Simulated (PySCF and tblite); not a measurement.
Values are calculated unless marked as measured or tabulated.
System: C₅H₅F₃Si, numbered as in [F:1][Si:2]([F:3])([F:4])[CH:5]1[CH:6]=[CH:7][CH:8]=[CH:9]1.

Geometries: PBE0-D3(BJ)/def2-SVP; energies: PBE0/pcSseg-1 + D3(BJ), IEF-PCM chloroform; zero-point and thermal terms from GFN2-xTB harmonic modes (soft modes blended into free rotors). Rates follow Eyring's equation with the number of equivalent paths and no tunnelling. Run with tblite and PySCF.

**Question.** What barrier does the shift of Si2 from C5 to C9 meet, and how fast is it at 298 K?

**Answer.** The electronic barrier is 12.7 kcal/mol and ΔG‡(298 K) 13.0 kcal/mol, over a Cs saddle with an imaginary mode of 257i cm⁻¹ (GFN2-xTB). With 2 equivalent paths, k is 3530 s⁻¹, a mean lifetime of the start of 280 µs against this motion.
